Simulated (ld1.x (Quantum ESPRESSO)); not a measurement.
PBE TM semilocal dataset for lead (Pb), non-relativistic all-electron reference.

Pb, norm-conserving Troullier–Martins (semilocal form), made with ld1.x (Quantum ESPRESSO) 7.5 (PBE, non-relativistic). Core [Xe] 4f14 5d10, reference 6s2 6p1.5 (charge +0.5). Waves: 6p (bound): rc 2.95 bohr; 6d channel at 0.25 Ry: rc 3.00 bohr; 6s (bound): rc 2.15 bohr. Local part: the s channel. Core correction: none.

All-electron outer shells of the reference configuration (PBE, non-relativistic, ld1.x):

```tsv
shell	level (eV)	outermost node (bohr)	outermost maximum (bohr)
6s	-12.74	1.13	2.21
6p	-6.67	1.23	2.67
```

**Question.** Does the generator finish with these settings?

**Answer.** Yes, a potential is produced and its reference levels are reproduced.

**Question.** Estimate the cutoffs (Ry, on a coarse ladder) from which the occupation-weighted sum of valence levels, in a spherical-Bessel basis at the reference potential, stays within 10 and 1 mRy of its value at 400 Ry.

**Answer.** 18 Ry and 25 Ry.

**Question.** Which valence shell sets the plane-wave cutoff?

**Answer.** 6s: its level needs 21 Ry to come within 1 mRy, against 10 Ry for 6p.

**Question.** Tests: 6s2 6p2; 6s2 6p1; 6s2 6p0; 6s0 6p4; 6s1 6p3; 6s1 6p0; 6s2 6p2.3. Which has the largest error in its energy relative to the reference configuration, and how large is it?

**Answer.** 6s1 6p0, with +176 meV (all-electron minus pseudo) on +45.99 eV.
